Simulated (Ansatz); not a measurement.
```xyz
10

N    -1.1467   -0.6757    1.5080
Si   -1.1850    0.5226    0.2531
Al    0.8332    0.5581   -1.1598
Se    2.3690   -1.0610   -0.4947
H    -0.4773   -0.5635    2.2543
H    -1.1969   -1.6468    1.2396
H    -1.3795    1.8484    0.9095
H    -2.3928    0.2503   -0.5795
H     1.2323    1.4719   -2.3961
H     3.3436   -0.7043   -1.5343
```

The species carries charge 0 and has multiplicity 1.

**Question.** List the PBE/def2-TZVPP orbital energies in eV (the Gaussian-basis code of Ansatz). (Estimate.)

**Answer.** Ansatz gave: Occupied: -12302.14, -1779.62, -1562.13, -1506.85, -1402.91, -1402.87, -1402.85, -380.13, -205.12, -150.45, -150.31, -150.25, -137.33, -107.10, -94.07, -94.06, -94.04, -69.19, -69.02, -68.94, -53.54, -53.50, -53.45, -53.34, -53.34, -21.14, -17.25, -13.14, -12.14, -10.15, -9.56, -9.16, -8.24, -7.46, -7.04, -6.25, -5.51. Lowest empty: -2.41, -1.39, -0.62, -0.22, 0.35, 0.76, 0.95, 1.27.
